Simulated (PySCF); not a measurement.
## Te⁺ (tellurium, charge +1) across methods

[Kr] 4d10 5s1 5p3 5d1, high-spin 6D determinant (an excited configuration). Calculation: PySCF 2.14, in aug-cc-pVQZ-PP with ECP28MDF (7s7p5d3f2g, 92 functions); scalar relativity through the core potential. The B2PLYP total includes its PT2 part (frozen core); its orbital energies are those of the SCF part.

| method | E (hartree) | mean ε 5s α (eV) | mean ε 5p α (eV) | mean ε 5d α (eV) | Σ⟨r²⟩ (bohr²) | ⟨S²⟩ |
| --- | --- | --- | --- | --- | --- | --- |
| PBE0 | -267.0235 | -29.855 | -18.677 | -6.628 | 56.48 | 8.751 |
| B2PLYP | -266.7384 | -31.870 | -19.816 | -7.067 | 56.91 | 8.751 |
| r2SCAN0 | -267.1020 | -30.559 | -19.072 | -6.575 | 56.47 | 8.752 |
| r2SCAN | -267.1199 | -28.634 | -17.850 | -5.957 | 56.59 | 8.752 |
| r2SCANh | -267.1127 | -29.405 | -18.339 | -6.203 | 56.54 | 8.752 |
| LC-wPBE | -267.0438 | -33.359 | -21.506 | -8.521 | 55.75 | 8.751 |
| PBE | -266.9895 | -27.679 | -17.296 | -5.983 | 56.75 | 8.751 |
| UHF | -266.14980 | -35.607 | -22.245 | -8.334 | 56.76 | 8.753 |
| LDA | -266.5740 | -27.906 | -17.410 | -5.952 | 56.92 | 8.751 |

Energies and moments cover only the electrons outside the core potential. The outer electron is Rydberg-like, and this basis confines it to a smaller radius and binds it less than a complete one would.
